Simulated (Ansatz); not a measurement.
All numbers were calculated with Ansatz.

`CC[AsH][SiH3]`. The species carries charge 0 and has multiplicity 1. Geometry: relaxed with PBE0-D4/def2-TZVP. It is one conformer, not always the lowest.

```xyz
13

C    -0.393    1.401    1.687
C    -0.479    0.673    0.358
As    0.254   -1.171    0.496
Si    0.365   -1.596   -1.822
H    -0.842    2.396    1.618
H     0.646    1.528    2.003
H    -0.913    0.854    2.477
H    -1.520    0.557    0.045
H     0.042    1.220   -0.429
H     1.721   -0.751    0.544
H     1.199   -2.803   -2.067
H     0.931   -0.450   -2.586
H    -1.011   -1.858   -2.324
```

Question: What is the dipole moment at ωB97M-V/def2-TZVPP? (Best estimate.)

Answer: The calculation gave: 1.07 D, with components (-0.19, 1.05, 0.02) D in this frame, pointing from negative to positive charge.

Question: And with PBE, r2SCAN, B3LYP? (Best estimate.)

Answer: The calculation gave: PBE 1.15 D, r2SCAN 1.20 D, B3LYP 1.09 D.

Question: Give the Mulliken charges with ωB97M-V, PBE, r2SCAN in def2-TZVPP. (Estimate.)

Answer: The calculation gave: 
```json
{"atom": "C1", "ωB97M-V": "-0.31", "PBE": "-0.25", "r2SCAN": "-0.14"}
{"atom": "C2", "ωB97M-V": "-0.30", "PBE": "-0.22", "r2SCAN": "-0.13"}
{"atom": "As3", "ωB97M-V": "-0.02", "PBE": "0.06", "r2SCAN": "0.03"}
{"atom": "Si4", "ωB97M-V": "0.08", "PBE": "0.09", "r2SCAN": "0.17"}
{"atom": "H5", "ωB97M-V": "0.10", "PBE": "0.08", "r2SCAN": "0.04"}
{"atom": "H6", "ωB97M-V": "0.11", "PBE": "0.09", "r2SCAN": "0.05"}
{"atom": "H7", "ωB97M-V": "0.11", "PBE": "0.09", "r2SCAN": "0.05"}
{"atom": "H8", "ωB97M-V": "0.14", "PBE": "0.11", "r2SCAN": "0.07"}
{"atom": "H9", "ωB97M-V": "0.13", "PBE": "0.11", "r2SCAN": "0.07"}
{"atom": "H10", "ωB97M-V": "0.01", "PBE": "-0.02", "r2SCAN": "-0.03"}
{"atom": "H11", "ωB97M-V": "-0.02", "PBE": "-0.04", "r2SCAN": "-0.06"}
{"atom": "H12", "ωB97M-V": "-0.02", "PBE": "-0.05", "r2SCAN": "-0.07"}
{"atom": "H13", "ωB97M-V": "-0.02", "PBE": "-0.05", "r2SCAN": "-0.06"}
```

B3LYP here is the variant with VWN-RPA as its local correlation; programs differ in this.
